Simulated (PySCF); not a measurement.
C₂H₅Se, SMILES CC[Se] (connectivity only; charge and spin as stated), charge -1, multiplicity 1. Atoms are numbered in the order given.

```xyz
8

C     -0.3958    -2.1093     0.0000
C      0.6762    -1.0219     0.0000
Se    -0.0672     0.8299     0.0000
H     -1.0420    -2.0112    -0.8855
H      0.0467    -3.1265     0.0000
H     -1.0420    -2.0112     0.8855
H      1.3204    -1.1402    -0.8858
H      1.3204    -1.1402     0.8858
```
Charge -1, spin multiplicity 1.

The structure is a stationary point at B3LYP-D3(BJ)/def2-SVPD. The multiplicity is an assumed one; other spin states were not compared. The isomer is the one that the SMILES or the coordinates give; other isomers of the formula were not compared.

All values below come from PBE/def2-TZVPD (PySCF).

Symmetry labels are those of the subgroup Cs that the program uses (full group Cs).

### Question
List the valence orbital energies around the gap with their symmetry. (The exact figures need the calculation; the answer reports its results.)

### Answer

```tsv
orbital	symmetry	energy (eV)
HOMO−7	A'	-8.78
HOMO−6	A"	-6.33
HOMO−5	A'	-5.75
HOMO−4	A'	-4.51
HOMO−3	A"	-3.91
HOMO−2	A'	-2.13
HOMO−1	A'	0.85
HOMO	A"	0.91
LUMO	A'	3.27
LUMO+1	A'	3.55
LUMO+2	A'	3.82
LUMO+3	A"	3.93
```
